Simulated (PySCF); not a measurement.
SMILES C=C(Cl)/C(Cl)=C\C=O, C₅H₄Cl₂O

Geometry (Å), atoms numbered from 1 in this order:
```xyz
12

C    -2.0110    0.1335   -0.0876
C    -1.2001   -0.5774   -0.8772
Cl   -1.5548   -0.8101   -2.5569
C     0.0351   -1.2235   -0.3999
Cl    0.1455   -2.9141   -0.7371
C     1.0225   -0.6039    0.2764
C     1.1010    0.8473    0.5086
O     1.9495    1.3477    1.2061
H    -2.9121    0.6033   -0.4859
H    -1.7870    0.2356    0.9759
H     1.8640   -1.1901    0.6550
H     0.3418    1.4706   -0.0215
```

Method: TDDFT CAM-B3LYP/aug-cc-pVDZ circular dichroism and optical rotation, one conformer, gas phase in PySCF 2.14.0. Geometry: PBE0-D3(BJ)/def2-SVP.

No stereocentre is labelled: unless the shape is locked (an allene, a helicene, a hindered biaryl), the mirror image is equally populated and a measured rotation or CD is zero.

**Question.** Draw the ECD and absorption spectra from the lowest 12 states, each a Gaussian of half-width 0.35 eV at 1/e height.

**Answer.** 
| E (eV) | λ (nm) | Δε (L mol⁻¹ cm⁻¹) | ε (L mol⁻¹ cm⁻¹) |
| --- | --- | --- | --- |
| 3.13 | 396 | -0.62 | 10.1 |
| 3.28 | 378 | -1.77 | 28.6 |
| 3.43 | 361 | -3.46 | 56.1 |
| 3.58 | 346 | -4.70 | 76.2 |
| 3.73 | 332 | -4.42 | 71.7 |
| 3.88 | 320 | -2.88 | 46.9 |
| 4.03 | 308 | -1.29 | 23.6 |
| 4.18 | 297 | -0.33 | 30.8 |
| 4.33 | 286 | +0.40 | 162 |
| 4.48 | 277 | +2.23 | 739 |
| 4.63 | 268 | +7.11 | 2360 |
| 4.78 | 259 | +15.48 | 5320 |
| 4.93 | 251 | +22.92 | 8620 |
| 5.08 | 244 | +22.26 | 10600 |
| 5.23 | 237 | +12.32 | 10900 |
| 5.38 | 230 | +0.40 | 10100 |
| 5.53 | 224 | -6.50 | 8600 |
| 5.68 | 218 | -8.43 | 7350 |
| 5.83 | 213 | -8.64 | 7900 |
| 5.98 | 207 | -8.06 | 10100 |
| 6.13 | 202 | -6.55 | 11600 |
| 6.28 | 197 | -4.90 | 11300 |
| 6.43 | 193 | -3.39 | 9690 |
| 6.58 | 188 | -1.92 | 7680 |
| 6.73 | 184 | -0.67 | 5590 |
| 6.88 | 180 | +1.22 | 3810 |
| 7.03 | 176 | +4.35 | 2570 |

Δε uses R in velocity form, ε uses f in length form. Only the states computed contribute, so the short-wavelength end is incomplete.
